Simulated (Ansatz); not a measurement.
Geometry optimisation, RKS PBE-D4/6-31G* in Ansatz 0.2.0.

Input:

```yaml
crystal:
  periodic: [false, false, false]
  atoms:
    - { symbol: B, position_ang: [-0.053741, 0.538206, -0.381905] }
    - { symbol: H, position_ang: [-0.135751, -0.122287, 1.926272] }
    - { symbol: O, position_ang: [1.159733, -0.123965, -0.451565] }
    - { symbol: H, position_ang: [1.071117, -1.003627, -0.858563] }
    - { symbol: "N", position_ang: [-1.290107, -0.053991, -0.799622] }
    - { symbol: H, position_ang: [-1.348078, -0.965513, -1.244872] }
    - { symbol: H, position_ang: [-2.161344, 0.46471, -0.871552] }
    - { symbol: O, position_ang: [0.022808, 1.840659, 0.121953] }
    - { symbol: H, position_ang: [-0.854799, 2.26246, 0.133449] }
    - { symbol: H, position_ang: [-0.092637, 0.587748, 1.947906] }
basis:
  gaussian: { orbitals: "6-31G*" }
hamiltonian:
  xc: pbe
  dispersion: d4
relax:
  f_tol: 0.03
  max_steps: 50
```

Run as:

```bash
$ ansatz run input.yaml --threads 1 --pin off --max-ram 2048MiB --backend cpu --events-out ev --progress --plain --runs-dir out
```

Question: Where does it end, and by what steps?

Answer: The forces met the threshold. After 16 steps the energy has fallen by 0.230 eV; H2 moved furthest, 1.47 Å.

| step | energy less start (eV) | largest force component (eV/Å) | accepted |
| --- | --- | --- | --- |
| 0 | 0.0000 | 1.659 | yes |
| 1 | -0.1282 | 0.184 | yes |
| 2 | -0.1694 | 0.213 | yes |
| 3 | -0.1887 | 0.104 | yes |
| 4 | -0.1980 | 0.054 | yes |
| 5 | -0.2069 | 0.168 | yes |
| 6 | -0.1757 | 1.123 | no |
| 7 | -0.2132 | 0.108 | yes |
| 8 | -0.2176 | 0.074 | yes |
| 9 | -0.2169 | 0.474 | no |
| 10 | -0.2206 | 0.051 | yes |
| 11 | -0.2228 | 0.123 | yes |
| 12 | -0.2251 | 0.206 | yes |
| 13 | -0.2272 | 0.192 | yes |
| 14 | -0.2286 | 0.126 | yes |
| 15 | -0.2297 | 0.059 | yes |
| 16 | -0.2300 | 0.021 | yes |

```xyz
10
Properties=species:S:1:pos:R:3
B 0.028 0.430 -0.649
H -0.513 0.530 3.189
O 1.232 -0.112 -1.069
H 1.096 -0.898 -1.625
N -1.247 -0.085 -1.055
H -1.362 -0.866 -1.694
H -2.135 0.281 -0.723
O 0.158 1.522 0.203
H -0.709 1.905 0.428
H -0.232 0.718 2.516
```

Time of the run: 62 s on 1 thread of Arm Neoverse N1, with other jobs on the host, peak memory 0.14 GiB.
